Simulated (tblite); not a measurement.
Species: C8H7S (doublet state).
Numbering: `[CH2:1]=[CH:2][c:3]1[c:4][c:5]([SH:6])[cH:7][cH:8][cH:9]1` (hydrogens: H10, H11 on C1; H12 on C2; H13 on S6; H14 on C7; H15 on C8; H16 on C9)

Cartesian coordinates in Å at the GFN2-xTB level; atoms count from 1:
```
atom  x, y, z in Å
C1    -1.7042   -2.1925   -0.8413
C2    -1.6773   -0.8658   -0.8743
C3    -0.5984   -0.0638   -0.3200
C4     0.5041   -0.6004    0.2947
C5     1.5367    0.1089    0.8249
S6     2.9303   -0.6659    1.6039
C7     1.4844    1.5040    0.7457
C8     0.3954    2.0982    0.1370
C9    -0.6325    1.3403   -0.3903
H10   -0.9041   -2.7552   -0.3883
H11   -2.5187   -2.7563   -1.2619
H12   -2.4861   -0.3108   -1.3318
H13    2.4973   -1.9112    1.4210
H14    2.2926    2.0873    1.1605
H15    0.3513    3.1758    0.0736
H16   -1.4785    1.8162   -0.8648
```

Computed values, GFN2-xTB/tblite, gas phase, harmonic and unscaled. The method is semi-empirical: single wavenumbers can be off by several per cent or more. Modes of hydrogen on sulfur can be 10 to 20 % off. One conformer, not necessarily the lowest. Open shells enter through the occupations alone, without spin polarisation, and single modes of such species can be off by tens of per cent.

Harmonic wavenumbers (cm⁻¹): 81.1, 136.9, 158.5, 181.3, 226.3, 256.1, 382.5, 417.7, 435.6, 446.9, 525.4, 584.6, 662.0, 686.7, 780.3, 825.9, 839.5, 860.3, 889.3, 896.4, 946.9, 1011.4, 1036.2, 1110.7, 1144.4, 1175.2, 1210.2, 1282.4, 1304.1, 1385.9, 1393.8, 1436.3, 1505.4, 1590.8, 1669.7, 2435.0, 3057.4, 3066.9, 3077.8, 3088.2, 3099.4, 3133.5.

A = 2314, B = 1001, C = 698.5 MHz; mass 135.027 u (most abundant isotopes); point group Cs, symmetry number 1; spin multiplicity 2.

**Question.** What is the zero-point energy?

**Answer.** Half the sum of the wavenumbers: 25217 cm⁻¹ = 72.10 kcal/mol.

**Question.** What is S at 298.15 K and 1 bar for an ideal gas of classical rigid rotors and harmonic oscillators?

**Answer.** Translation 40.64, rotation 29.68, vibration 22.17, spin (R ln 2) 1.38: S = 93.9 cal/(mol K).

**Question.** And Cp and H(298.15 K) − H(0)?

**Answer.** Cp = 35.18 cal/(mol K), of which vibrations give 27.23 (their classical limit is 42 R = 83.5); H(298.15 K) − H(0) = 6.19 kcal/mol without the zero-point energy, 3.82 from vibrations.

**Question.** How do the functions run with temperature in this model?

**Answer.** 
```csv
T (K),S (cal/(mol K)),Cp (cal/(mol K)),H − H(0) (kcal/mol),G − H(0) (kcal/mol),ln q(vib)
50,58.6,10.8,0.44,-2.49,0.14
100,67.8,16.1,1.11,-5.66,0.78
373.15,102.5,41.9,9.08,-29.16,6.36
500,116.2,51.4,15.03,-43.05,9.18
750,139.6,64.0,29.60,-75.11,14.63
1000,159.2,71.7,46.63,-112.53,19.71
```

q(vib) and H(0) count from the zero-point level.

**Question.** Which modes carry the vibrational entropy at 298.15 K?

**Answer.** 81.1 cm⁻¹: 3.86; 136.9 cm⁻¹: 2.85; 158.5 cm⁻¹: 2.57; 181.3 cm⁻¹: 2.31; 226.3 cm⁻¹: 1.91; 256.1 cm⁻¹: 1.69 cal/(mol K); the other 36 give 6.98 together.

**Question.** What must be added to the electronic energy to get the Gibbs energy at 298.15 K and 1 bar?

**Answer.** ZPE + [H(298.15 K) − H(0)] − T·S = 72.10 + 6.19 − 27.99 = 50.30 kcal/mol.

**Question.** Blend soft modes into free rotors: weight 1/[1 + (100 cm⁻¹/ν̃)⁴] for the oscillator and the rest for a rotor with moment μB/(μ + B), μ = h/(8π²ν), B = 10⁻⁴⁴ kg m². What vibrational entropy results?

**Answer.** 21.54 cal/(mol K) in place of 22.17, which changes −T·S at 298.15 K by +0.19 kcal/mol.

Hindered rotation and anharmonicity are outside this model. Other conformers, if any are populated, would add a mixing term that is left out.

On one thread of an Arm Neoverse V1, shared host, this took 0.59 s. This covers the Hessian and the dipole derivatives.
